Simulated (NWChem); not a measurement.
# C2H5ClSi; SMILES [SiH3]/C=C\Cl

```xyz
9

Si    -0.4284     1.6620     0.0000
C      1.0777     0.5395     0.0000
C      1.0317    -0.7943     0.0000
Cl    -0.4499    -1.6881     0.0000
H     -1.2652     1.4303     1.2155
H     -1.2652     1.4303    -1.2155
H      0.0450     3.0787     0.0000
H      2.0830     0.9767     0.0000
H      1.9108    -1.4452     0.0000
```
Atoms are numbered in this order, from 1.

Structure relaxed at the PBE0/def2-SVP level.

Q: Give the principal values of the shielding tensors (ppm) of Si1, C2, C3, Cl4 from KT2/pcSseg-1, GIAO (NWChem), with their diamagnetic and paramagnetic parts as GIAO splits them.

A: 
```
atom    σ11    σ22    σ33  isotropic  diamagnetic  paramagnetic
----  -----  -----  -----  ---------  -----------  ------------
Si1   432.2  433.7  478.3      448.1        882.9        -434.9
C2    -35.1   77.5  157.4       66.6        259.0        -192.4
C3    -65.2   72.9  112.7       40.1        257.3        -217.1
Cl4   423.1  687.5  883.9      664.8       1148.6        -483.8
```
